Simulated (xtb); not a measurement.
The xtb input:
```
$ xtb mol.xyz --gfn 2 --uhf 2 --opt vtight --json

# file mol.xyz
4

F     -0.86967192    -1.14154364    -0.20908416
As     0.06301555    -0.00330969     0.65485336
F      1.40816272    -0.10418539    -0.23269292
F     -0.62881786     1.27298426    -0.18250193
```

### Question
Predict the total energy at the end of the optimisation from GFN2-xTB (xtb).

### Answer
-16.5053 Eh

### Question
Estimate the dipole moment that GFN2-xTB returns for this input.

### Answer
0.92 D
